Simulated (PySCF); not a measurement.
**MgI⁺: from constants to spectrum**

RHF-CCSD(T) constants of MgI⁺, ¹Σ⁺ (singlet), closed shell (PySCF, scalar-relativistic core potentials, basis sets Mg aug-cc-pVDZ, I aug-cc-pVDZ-PP with ECP28; masses 23.9850 and 126.9045 u):

```
ωe              : 376.1 cm⁻¹
ωexe            : 1.34 cm⁻¹
Be              : 0.13416 cm⁻¹
αe              : 0.000608 cm⁻¹
D (centrifugal) : 6.83e-08 cm⁻¹
De to Mg⁺ + I   : 2.23 eV
```

Task: Estimate the standard entropy (1 bar) and heat capacity of the ideal gas at 298.15 K, rigid rotor with B0 and harmonic oscillator at the fundamental.

Result: Translation (Sackur–Tetrode, M = 150.89 u): 171.4 J/(mol K). Rotation: q = kT/(σB0) = 1550 with σ = 1, 69.4. Vibration: x = hcν0/kT = 1.80, 4.46. S° = 245.3 J/(mol K); Cp = 7R/2 + 6.39 = 35.5 J/(mol K).

Correlated steps freeze 5 core orbitals. Correlated levels converge slowly with the basis: in double zeta they bind strong bonds too weakly, by up to about 1 eV, and carry superposition errors of some tenths. Spin–orbit coupling is left out, which matters for elements this heavy, above all for dissociation energies. For an ion De counts to the pair picked by the measured ionisation energies or electron affinities, which need not be the lowest pair at this level. Where the molecule has an RHF reference, its open-shell atoms are computed with UHF.
